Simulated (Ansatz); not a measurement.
Ansatz (an electronic-structure program) input (CCSD(T)/aug-cc-pVDZ):

Ansatz 0.2 input:
```yaml
crystal:
  periodic: [false, false, false]
  atoms:
    - {symbol: N, position_ang: [-1.07507719, 0.23822819, 0.43303185]}
    - {symbol: C, position_ang: [0.23242619, 0.27986572, -0.02358309]}
    - {symbol: O, position_ang: [0.90154781, -0.66954360, -0.33390847]}
    - {symbol: H, position_ang: [-1.71882519, 0.69123646, -0.22418744]}
    - {symbol: H, position_ang: [0.63742601, 1.31832075, 0.00573087]}
basis:
  gaussian:
    orbitals: aug-cc-pVDZ
magnetization: {spin_polarized: true, initial_magnetization: 1}
correlation: {method: ccsd_t, electrons: outside_noble_gas}
output: {forces: true}
```

Output:

```
Functional definition: HF
integrals: 0.14 GiB planned
855 factors; integrals over basis functions are off by at most 6.2e-4 eV
mean field: 0.20 GiB planned
mean field evaluation 1: about -4576.3553 eV, gradient 2.6e1 eV
mean field evaluation 2: about -4576.3574 eV, gradient 2.6e1 eV
mean field evaluation 4: about -4579.8709 eV, gradient 3.8e0 eV
mean field evaluation 8: about -4580.1553 eV, gradient 3.5e-1 eV
mean field evaluation 16: about -4580.1674 eV, gradient 2.0e-6 eV
mean field evaluation 32: about -4580.0838 eV, gradient 1.1e0 eV
mean field evaluation 64: about -4578.2425 eV, gradient 4.9e-3 eV
mean field -4580.16738671 eV, -168.3180469128 hartree, gradient 2.0e-6 eV, S^2 0.762523; 3 other end points of the search recorded, 0 dependent functions left out
determinant -4580.16738671 eV, -168.3180469128 hartree, with singles and doubles -4593.40764108 eV, -168.8046172863 hartree
determinant -4578.24247710 eV, -168.2473077891 hartree, with singles and doubles -4591.65599657 eV, -168.7402455376 hartree
3 core orbitals not correlated
reference -4580.16738671 eV, -168.3180469128 hartree; 9, 8 occupied and 75, 76 virtual orbitals, 855 factors
densities: 0.86 GiB planned
second order -12.62539645 eV of doubles, -0.00000000 eV of singles
coupled cluster: 0.58 GiB planned
cycle   1  -13.21478999 eV  change   -3.9e-1 eV  update   2.6e-2
cycle   2  -13.24081477 eV  change   -2.6e-2 eV  update   6.9e-3
cycle   3  -13.24307183 eV  change   -2.3e-3 eV  update   4.1e-3
cycle   4  -13.24479036 eV  change   -1.7e-3 eV  update   1.3e-3
cycle   5  -13.24519309 eV  change   -4.0e-4 eV  update   6.3e-4
cycle   6  -13.24550203 eV  change   -3.1e-4 eV  update   2.8e-4
cycle   7  -13.24563957 eV  change   -1.4e-4 eV  update   1.6e-4
cycle   8  -13.24567013 eV  change   -3.1e-5 eV  update   9.8e-5
cycle   9  -13.24567936 eV  change   -9.2e-6 eV  update   6.4e-5
cycle  10  -13.24566834 eV  change    1.1e-5 eV  update   4.4e-5
cycle  11  -13.24566257 eV  change    5.8e-6 eV  update   2.8e-5
cycle  12  -13.24566210 eV  change    4.8e-7 eV  update   1.7e-5
cycle  13  -13.24566088 eV  change    1.2e-6 eV  update   1.1e-5
cycle  14  -13.24566069 eV  change    1.8e-7 eV  update   7.9e-6
cycle  15  -13.24566172 eV  change   -1.0e-6 eV  update   5.3e-6
cycle  16  -13.24566146 eV  change    2.6e-7 eV  update   3.5e-6
cycle  17  -13.24566181 eV  change   -3.4e-7 eV  update   2.1e-6
cycle  18  -13.24566198 eV  change   -1.7e-7 eV  update   1.1e-6
cycle  19  -13.24566192 eV  change    5.9e-8 eV  update   5.9e-7
perturbative correction -0.48062242 eV, -0.0176625483 hartree
the calculation of the forces begins
Total energy: -4593.89367106 eV, -168.8224785583 hartree
Atom 0 at    -1.075077     0.238228     0.433032 Å, force    -0.785219    -0.278807     0.658068 eV/Å
Atom 1 at     0.232426     0.279866    -0.023583 Å, force    -0.054726     1.188137     0.023883 eV/Å
Atom 2 at     0.901548    -0.669544    -0.333908 Å, force     0.865972    -1.323213    -0.413220 eV/Å
Atom 3 at    -1.718825     0.691236    -0.224187 Å, force    -0.156020     0.155090    -0.277385 eV/Å
Atom 4 at     0.637426     1.318321     0.005731 Å, force     0.129993     0.258793     0.008654 eV/Å
Dipole moment:    -0.316596     0.543575    -0.134533 e Å
```

It need not be the lowest isomer of its formula.
